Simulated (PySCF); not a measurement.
Structure from NMR data

The spectra below were simulated for a compound C₅H₉N₂OPSi.

¹H NMR (500 MHz, computed): δ 4.73 (m, 3H), 4.51 (s, 3H), 2.87 (s, 3H).

¹³C{¹H} NMR (computed): δ 196.1, 174.9, 173.9, 45.8, 33.3.

[PySCF 2.14.0 with density-fitted response routines: GFN2-xTB structure; GIAO PBE0/pcSseg-1 shieldings; a single conformation; one averaged value for each set of equivalent atoms; non-relativistic; no solvent model]

Referencing at the same level of theory: ¹H (σref 31.72) and ¹³C (σref 186.93) against TMS.

What is the structure?

Results:


1. 5 carbon signals for 5 carbons: no two carbons are equivalent.
2. Carbon types of the structure: 3 × C, 2 × CH3, leaving 3 H on heteroatoms.
3. δC 196.1: ketone carbonyl carbon; low-lying n→π* states of the double bond to the heteroatom give a large paramagnetic term (-255 ppm).
4. δC 174.9, 173.9: substituted aromatic carbon next to a ring nitrogen.
5. δC 45.8: methyl carbon bonded to N; the inductive effect lowers its shielding.
6. δC 33.3: methyl carbon α to a carbonyl; the adjacent C=O deshields it moderately.
7. δH 4.73: hydrogen on a silicon bonded to C.
8. δH 4.51: hydrogen on a methyl carbon bonded to N; its carbon carries N, hence the downfield position.
9. δH 2.87: hydrogen on a methyl carbon α to a carbonyl; α to C=O.

The compound is `p1c(C(C)=O)n(C)nc1[SiH3]`.

The shifts were computed for this structure.

Splittings by ³¹P in the carbon and heteronuclear signals aren't shown, as no couplings were computed. Shifts are as computed. Against solution values, carbons near 30 ppm lie about +3 ppm off and those near 130 ppm about +5 ppm. Of 1211 compounds with measured shifts, 218 miss one by over three times the rms of a fit or turn the order of signals round; such compounds aren't used in these exercises. Multiplicities follow the n + 1 count of equivalent neighbours, as no J values were calculated; m marks all less simple cases, F and P coupling included.
